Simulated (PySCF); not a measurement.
# How methods differ on the ionisation energy of Ga⁺

Ga⁺ [Ar] 3d10 4s2 (1S) → Ga²⁺ [Ar] 3d10 4s1 (2S), as a difference of total energies. Computed with PySCF 2.14 in def2-TZVPPD (7s5p5d1f, 54 functions), with no relativity, point nucleus. Correlated levels: valence and next inner shell: [Ne] frozen. The calculations carry no spin-orbit coupling.

Problem. Order these methods by the ionisation energy they give, lowest first.
A. UHF
B. SCS-MP2 (valence and next inner shell)
C. MP2 (valence and next inner shell)
D. CCSD (valence and next inner shell)

Solution. A (18.445 eV), C (19.631 eV), B (19.692 eV), D (19.791 eV).

These non-relativistic numbers lack the scalar-relativistic shift.

Errors of the correlated levels include the incompleteness of this basis and the frozen core.

For comparison: 20.515 eV (measured; NIST Atomic Spectra Database, ionization energies).
